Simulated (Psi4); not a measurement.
Pair of molecules, SMILES CF with SMILES CC#N (the first has 5 atoms); geometry from B3LYP-D3(BJ)/def2-TZVP, rigid monomers moved along the line of their centres of mass till F2···H9 is 3.33 Å.
(charge 0, multiplicity 1):
```xyz
11

C      0.373     0.592    -0.178
F      1.163    -0.292     0.566
H     -0.178     1.226     0.515
H      1.031     1.190    -0.809
H     -0.311     0.006    -0.791
C      0.895    -0.191     4.754
C     -0.017     0.869     4.358
N     -0.736     1.704     4.031
H      1.242    -0.716     3.865
H      1.753     0.229     5.280
H      0.387    -0.895     5.415
```

Calculation: SAPT0/jun-cc-pV(D+d)Z (Psi4).

### Question
Give the four SAPT terms and the total, and say what mostly holds the pair together.

### Answer
electrostatics -1.81, exchange 0.11, induction -0.12, dispersion -0.33, total -2.15 kcal/mol; the largest attraction is electrostatics.
